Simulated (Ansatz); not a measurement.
Consider the cleavage of the Si–Si bond: `C=C([SiH3])[SiH2][SiH3]` + `C=C[SiH2]N` → `C=C[SiH2]N[SiH3]` + `C=C([SiH3])[SiH3]`.

Computed with Ansatz on PBE0-D4/def2-TZVP structures; ΔE is electronic, products minus reactants. CCSD(T)/CBS is the MP2 limit (def2-TZVPP, def2-QZVPP) plus CCSD(T) − MP2 in def2-TZVPP, frozen cores. Functionals use def2-TZVPP. B3LYP here is the variant with VWN-RPA as its local correlation; programs differ in this. One conformer a species, not always the lowest.

`C=C([SiH3])[SiH2][SiH3]`:

Z-matrix (Å, degrees):
```
Si
C 1 1.866
H 1 1.488 2 110.5
H 1 1.487 2 109.3 3 120.7
H 1 1.488 2 110.4 3 -118.9
Si 2 1.869 1 121.0 3 58.9
C 2 1.337 1 119.4 3 -122.3
Si 6 2.343 2 111.0 1 64.6
H 6 1.491 2 110.1 1 -55.1
H 6 1.491 2 109.0 1 -174.3
H 7 1.089 2 122.3 1 -180.0
H 7 1.089 2 122.2 1 0.1
H 8 1.488 6 110.6 2 -62.4
H 8 1.488 6 110.3 2 177.5
H 8 1.488 6 110.2 2 57.5
```

`C=C[SiH2]N`:

Z-matrix (Å, degrees):
```
Si
C 1 1.865
N 1 1.715 2 114.9
H 1 1.488 2 108.4 3 -120.8
H 1 1.488 2 108.4 3 120.8
C 2 1.330 1 123.1 3 0.1
H 2 1.091 1 118.8 3 -179.9
H 3 1.006 1 121.5 2 75.9
H 3 1.006 1 121.5 2 -76.3
H 6 1.087 2 122.6 1 180.0
H 6 1.087 2 121.2 1 -0.0
```

`C=C[SiH2]N[SiH3]`:

Cartesian coordinates in Å:
```
C 1.286 2.443 1.013
C 1.076 1.495 0.102
Si -0.534 0.576 -0.020
N -0.321 -1.124 0.195
Si -0.813 -2.428 -0.821
H 0.516 2.721 1.728
H 2.225 2.984 1.087
H 1.884 1.254 -0.588
H -1.154 0.739 -1.361
H -1.426 1.171 1.017
H 0.146 -1.392 1.052
H -1.408 -1.841 -2.046
H 0.342 -3.291 -1.194
H -1.819 -3.307 -0.163
```

`C=C([SiH3])[SiH3]`:

```xyz
12

C     1.516   -0.426    0.476
C     0.283   -0.080    0.089
Si   -1.019   -1.400   -0.111
Si   -0.104    1.715   -0.241
H     2.311    0.306    0.608
H     1.793   -1.459    0.681
H    -1.532   -1.418   -1.508
H    -2.174   -1.132    0.788
H    -0.432   -2.727    0.218
H     1.112    2.536    0.007
H    -1.206    2.181    0.644
H    -0.549    1.901   -1.649
```

(1) Is it downhill or uphill in electronic energy at CCSD(T)/CBS, and by how much? (Best estimate.)

(2) What do these levels give: r2SCAN-D4, PBE0-D4, ωB97X-V, ωB97M-V, r2SCAN, B3LYP, HF/def2-TZVPP, CCSD/def2-TZVPP, CCSD(T)/def2-TZVPP, SCS-MP2/def2-QZVPP, HF/CBS(def2), MP2/CBS(def2)? (Best estimate.)

Largest T1 diagnostic among the species: 0.013.

Results:

(1) Computed: Downhill: ΔE = -0.57 eV.

(2) Computed: r2SCAN-D4 -0.48, PBE0-D4 -0.40, ωB97X-V -0.53, ωB97M-V -0.59, r2SCAN -0.48, B3LYP -0.56, HF/def2-TZVPP -0.76, CCSD/def2-TZVPP -0.60, CCSD(T)/def2-TZVPP -0.57, SCS-MP2/def2-QZVPP -0.68, HF/CBS(def2) -0.78, MP2/CBS(def2) -0.64 eV.

In def2-TZVPP, CCSD(T) changes the Hartree–Fock value by +0.19 eV (the triples alone add +0.03 eV) and MP2 by +0.12 eV. From PBE to PBE0 (25 % exact exchange), in def2-TZVPP and without D4, ΔE moves by −0.07 eV.
